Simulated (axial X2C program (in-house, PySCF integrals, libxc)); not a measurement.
Bond lengths and stretching modes, held linear, of SCuS²⁺

Calculated with an axial X2C code built on PySCF integrals: two-component X2C with atomic mean-field Coulomb and Gaunt terms, Gaussian nuclei, basis S dyall-av3z, Cu dyall-v3z with contracted cores. Spin-free rows use the one-electron spin-free X2C Hamiltonian.

Masses S 31.972, Cu 62.930, S 31.972 u. States: 2c Ω = 5/2 (beyond evenly filled blocks: ω = -1/2, 2 × ω = 3/2); spin-free M_S = 5/2, Λ = 0 (beyond evenly filled blocks: σα, 2 × π+α, 2 × π-α).

MP2, 2c: energies above the lowest point

```csv
r(S–Cu) (Å),r(Cu–S) (Å),E (meV)
2.2347,2.2347,22.87
2.2347,2.2920,11.12
2.2347,2.3493,25.97
2.2920,2.2347,11.12
2.2920,2.2920,0.00
2.2920,2.3493,15.42
2.2920,2.4066,51.84
2.3493,2.2347,25.97
2.3493,2.2920,15.42
2.3493,2.3493,31.23
2.4066,2.2920,51.84
2.4066,2.4066,104.97
```

Problem. Fit a quadratic surface with cubic terms in each bond: where is the minimum, and what are the two stretching wavenumbers?

Solution. At MP2, 2c: bonds 2.286 and 2.286 Å; harmonic stretches 266.7 and 372.8 cm⁻¹; force constants 1.32, 1.32 and coupling 0.02 mdyn/Å.

The other levels and Hamiltonians give:

| Hamiltonian | level | r(S–Cu) (Å) | r(Cu–S) (Å) | lower stretch (cm⁻¹) | upper stretch (cm⁻¹) |
| --- | --- | --- | --- | --- | --- |
| 2c | PBE0 | 2.299 | 2.299 | 243.2 | 330.2 |
| 2c | HF | 2.388 | 2.388 | 249.2 | 346.7 |
| 2c | B3LYP | 2.324 | 2.324 | 228.9 | 302.5 |
| spin-free | PBE0 | 2.298 | 2.298 | 243.4 | 330.4 |
| spin-free | HF | 2.385 | 2.385 | 251.0 | 348.2 |
| spin-free | B3LYP | 2.323 | 2.323 | 229.2 | 302.8 |
| spin-free | MP2 | 2.283 | 2.283 | 267.6 | 372.9 |

Each state is one determinant, the lowest of a limited PBE0 search; the stretches come from a fit to these few points and carry an uncertainty of a few per cent. Other orders of the atoms were not compared. The levels spread by more than a fifth, so the stretches depend strongly on the method. MP2 freezes inner shells (threshold -2 hartree). A multiply charged ion may be only metastable. The molecule was held linear; bending was not examined, so a bent shape may lie lower. Note: several unpaired electrons, one determinant need not be a pure state.
